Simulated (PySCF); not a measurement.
A run for PySCF: R-MP2/6-31G* on C2H3N (SMILES CC#N) with ghost functions, monomers drawn apart or pushed together.

```python
from pyscf import gto, scf, dft, mp
from pyscf.data.elements import chemcore

mol = gto.M(
    atom='''
    C     0.87833398   -0.16610279    4.94073116
    C     0.50821893   -0.05140360    3.54042422
    N     0.21822298    0.03853491    2.43355300
    H     1.28725232   -1.15714781    5.13826863
    H     1.63050317    0.58249538    5.19023911
    H     0.00356067   -0.01242252    5.57283369
    ghost-O   -0.12077657    0.16146854   -0.88120611
    ghost-H    0.02235168    0.11252110    0.07554706
    ghost-H   -1.04094350    0.42390226   -0.97768318
    ''',
    basis='6-31g*',
    cart=True,
    charge=0, spin=0, verbose=3, max_memory=1800)
mf = scf.RHF(mol)
mf.conv_tol = 1e-8
mf.max_cycle = 100
mf.kernel()
if not mf.converged:
    mf = mf.newton().run(mf.mo_coeff, mf.mo_occ)
pt = mp.MP2(mf, frozen=chemcore(mol)).run()
```

Task: Give the final energy of this run.

Result: -132.3370 hartree.
